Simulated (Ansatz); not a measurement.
`NB1CNC1` → B• + 2 C• + 7 H• + 2 N•  (atomization)

Program: Ansatz. Geometries: PBE0-D4/def2-TZVP. ΔE: electronic, gas phase. CBS: MP2 limit from def2 TZ/QZ plus the TZ coupled-cluster correction, frozen cores. This one scheme is used for every species, atoms too. Functionals use def2-TZVPP. No spin–orbit coupling; open shells (•) take unrestricted orbitals. Spin–orbit coupling would lower the free atoms: a little for B, C. Each species was taken in one conformer, which may not be the lowest.

`NB1CNC1`:

Cartesian coordinates in Å:
```
N -0.521 0.924 1.648
B -0.150 0.271 0.485
C -0.062 -1.238 0.005
N 0.012 -0.691 -1.371
C 0.296 0.708 -0.973
H -0.810 0.440 2.481
H -0.537 1.925 1.735
H -0.893 -1.931 0.166
H 0.862 -1.731 0.343
H 0.713 -1.117 -1.963
H 1.361 0.982 -1.019
H -0.269 1.457 -1.536
```

| level | ΔE (kcal/mol) |
| --- | --- |
| PBE0-D4 | 1126.9 |
| ωB97M-V | 1123.1 |
| r2SCAN0 | 1098.5 |
| HF/def2-SVP | 804.4 |

Q: What does CCSD(T)/CBS give? (An estimate is asked.)

A: The calculation gave: +1111.1 kcal/mol. The listed levels differ from it by 15.8, 12.0, -12.6, -306.7 kcal/mol.

Q: What do rigid-rotor, harmonic-oscillator terms from PBE0-D4/def2-TZVP frequencies (298.15 K, 1 bar) make of the CCSD(T)/CBS value? (Estimate.)

A: The calculation gave: ΔZPE = -64.1 kcal/mol, ΔH = +1060.7 kcal/mol, ΔS = 1276 J/(mol·K), ΔG = +969.8 kcal/mol. Open shells count their whole term as degenerate.

Largest T1 diagnostic among the species: 0.014.

The D4 term adds +7.8 kcal/mol with B3LYP and +4.1 kcal/mol with PBE0; it sums over pairs of atoms, weighted by their polarisabilities, and B3LYP, whose exchange is more repulsive, gets the larger term. At CCSD(T), def2-SVP lies −57.5 kcal/mol from the extrapolated value and def2-TZVPP −30.6 kcal/mol: correlation converges slowly with the basis, and small sets miss more of it in the bonded molecule than in its fragments. From r2SCAN to r2SCAN0 (25 % exact exchange), in def2-TZVPP and without D4, ΔE moves by −16.2 kcal/mol: exact exchange takes away binding that semilocal exchange gives to molecules.

B3LYP here is the variant with VWN-RPA as its local correlation; programs differ in this.

For atomizations the MP2-based limit and the directly extrapolated one differ by several kJ/mol either way, and by 10 to 25 for some Ge, Se and Sn compounds, so smaller differences from it don't rank the levels.
